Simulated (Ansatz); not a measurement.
The same bond dissociation along the group F, Cl, Br.

Gas-phase electronic energies from Ansatz, PBE0-D4/def2-TZVP geometries. CBS: MP2 limit from def2 TZ/QZ plus the TZ coupled-cluster correction, frozen cores. This one scheme is used for every species, atoms too. DFT in def2-TZVPP. No spin–orbit coupling; open shells (•) take unrestricted orbitals. Spin–orbit coupling would lower the free atoms: a little for Cl, F; clearly for Br. For Br, Mg outer-core shells are correlated without core-valence functions, so the limit isn't a true one: a few kJ/mol of doubt a bond, and 10 to 20 or more in all where bonds break to atoms. Scalar relativity is left out up to krypton.

```csv
reaction,revPBE-D4 (eV),B2PLYP (eV),ωB97M-V (eV),B97M-V (eV)
`[F][MgH]` → F• + `[MgH]`•,5.95,6.15,6.25,6.11
`[MgH][Cl]` → Cl• + `[MgH]`•,4.71,4.88,5.09,5.07
`[MgH][Br]` → Br• + `[MgH]`•,4.20,4.41,4.53,4.46
```

**Question.** Give the CCSD(T)/CBS values in the same order. (An estimate is asked.)

**Answer.** Ansatz gave: 6.44, 5.16, 4.72 eV.

Largest T1 diagnostic: 0.012, for `[MgH]`•.
